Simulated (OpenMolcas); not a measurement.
**Pt2+: effect of the metal basis**

Pt2+ with its 8 nearest fluoride ions at 2.284 Å, on the Ca site of CaF2 (a = 5.46294 Å, distance in the model lattice 2.366 Å). The rest of the host is ab initio model potentials to 7.6 Å and point charges beyond; the distance is set by hand and nothing relaxes.

* Program: OpenMolcas 26.06
* Method: SS-CASPT2, IPEA 0.25 Eh, imaginary shift 0.1 Eh (closed shells correlated: 5s 5p and the ligand valence shells)
* Spin-orbit coupling: RASSI with atomic mean-field integrals over the reference wave functions

Fixed: ligand basis ANO-RCC-VDZP, active space 8 electrons in 5 orbitals (5d), DKH2 Hamiltonian.

States (labels of O, the rotations of Oh). Energies in cm-1 above the lowest state or level, χT in cm3 K/mol; under a threefold ground state the first gap can be a small split of the lowest multiplet, not the spin-orbit step; 10Dq and B are least-squares fits to the states below 45000 cm-1, weighted by degeneracy, with a free offset, and given where the rms deviation is under 5 % of |10Dq| (or 100 cm-1) and under 700 cm-1; 10Dq is negative for this site.

```tsv
Run	Metal basis	Ground state	First state of that spin	10Dq	B (rms of fit)	First gap with spin-orbit (degeneracies)	χT at 300 K	First state of another spin	Cost
A	ANO-RCC-VDZP	3T1	3T2 10220	-11803	650 (208)	2210 (1, 3)	0.621	1T2 8800	roughly 80 core-seconds
B	ANO-RCC-VTZP	3T1	3T2 9650	-11499	546 (325)	2130 (1, 3)	0.651	1T2 8120	roughly 4 core-minutes
```

Against A, |10Dq| changes by -2.6 % in B.

Costs are those of the CASPT2 steps.

Roots that are degenerate in the reference are averaged as groups; the widest CASPT2 spread within a group is 490 cm-1 (the 3-fold group of multiplicity 1 near 19600 cm-1 above the lowest state of its run, B). Shifts and gaps below about the spread of the groups concerned are not significant. Over all roots computed the reference weight is 0.68 to 0.69 in A, 0.67 to 0.68 in B; a low but even weight reflects the number of correlated electrons. Real 4d8 and 5d8 ions are as a rule square planar and diamagnetic. Ligand-to-metal charge-transfer states are missing. With no ligand orbital active B as a rule stays too high, so bands that hang on it stand too high and its fall with covalency is understated. With one d shell and no ligand orbital active, 10Dq can be off by a tenth or more. No measured value stands beside these numbers; the geometry was set by hand and not optimised.
